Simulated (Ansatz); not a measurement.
One change: `C=C(N)[SiH2][SiH3]` becomes `C=C(N)N`.

Ansatz, PBE0-D4/def2-TZVP geometries, multiplicity 1. Each molecule was computed in one conformer, which needn't be the lowest.

```
                                                                                  property  `C=C(N)[SiH2][SiH3]`
ideal-gas entropy at 298 K and 1 bar (rigid rotor, harmonic PBE0-D4/def2-TZVP) / J/(mol·K)                   376
                                                   HOMO–LUMO gap (ωB97M-V/def2-TZVPP) / eV                 10.24
                                                      HOMO–LUMO gap (PBE0/def2-TZVPP) / eV                  6.24
                                            size of the dipole moment (PBE/def2-TZVPP) / D                  1.65
                                                       LUMO energy (B3LYP/def2-TZVPP) / eV                 -0.22
                                                     LUMO energy (ωB97M-V/def2-TZVPP) / eV                  1.76
```

Question: What does the change do to each property? (Best estimate.)

Answer: The calculation gave: 
```json
{"property": "ideal-gas entropy at 298 K and 1 bar (rigid rotor, harmonic PBE0-D4/def2-TZVP) / J/(mol·K)", "`C=C(N)N`": "278", "shift": "-98"}
{"property": "HOMO–LUMO gap (ωB97M-V/def2-TZVPP) / eV", "`C=C(N)N`": "10.31", "shift": "0.07"}
{"property": "HOMO–LUMO gap (PBE0/def2-TZVPP) / eV", "`C=C(N)N`": "6.70", "shift": "0.46"}
{"property": "size of the dipole moment (PBE/def2-TZVPP) / D", "`C=C(N)N`": "1.08", "shift": "-0.57"}
{"property": "LUMO energy (B3LYP/def2-TZVPP) / eV", "`C=C(N)N`": "0.64", "shift": "0.86"}
{"property": "LUMO energy (ωB97M-V/def2-TZVPP) / eV", "`C=C(N)N`": "2.41", "shift": "0.65"}
```

With PBE0 the HOMO rises by 0.58 eV and the LUMO rises by 1.04 eV, so the gap widens by about 0.46 eV. PBE moves the HOMO by 0.61 eV and ωB97M-V by 0.58 eV. The zero-point energy changes by -37.3 kJ/mol with -12 modes. Dipoles are sizes alone; their direction can turn. Modes under 60 cm⁻¹, often nearly free rotors, make the harmonic entropy too high.

B3LYP here is the variant with VWN-RPA as its local correlation; programs differ in this.
